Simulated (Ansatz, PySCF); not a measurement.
Process, species as SMILES: NB(N)O → [NH]B(N)O + H atom (the H-N bond at the site shown breaks; other sites are not compared here)
Geometries: B3LYP-D3(BJ)/def2-TZVP minima from Ansatz (a program for electronic structure), one conformer each, not searched for the lowest.

Quantity: bond dissociation energy (0 K, with B3LYP-D3(BJ) harmonic zero-point energies from PySCF), in kcal/mol. Cores are frozen in the correlated levels unless marked. UHF or UKS for open shells. No spin-orbit coupling. No relativistic terms. Basis-set limits of correlation are two-point, X^-3; Hartree-Fock from the larger set.

CCSD(T)/CBS(aug-cc-pVTZ,aug-cc-pVQZ) (Ansatz) gives 112.3 kcal/mol.

Q: Another calculation gave 106.1 kcal/mol. Which level was it?
A) r2SCAN0/def2-TZVPD (Ansatz)
B) SVWN5/def2-TZVPD (Ansatz)
C) wB97M-V/def2-TZVPD (Ansatz)

A: A, r2SCAN0/def2-TZVPD (Ansatz). The others give 110.8 (wB97M-V), 122.4 (SVWN5) kcal/mol.
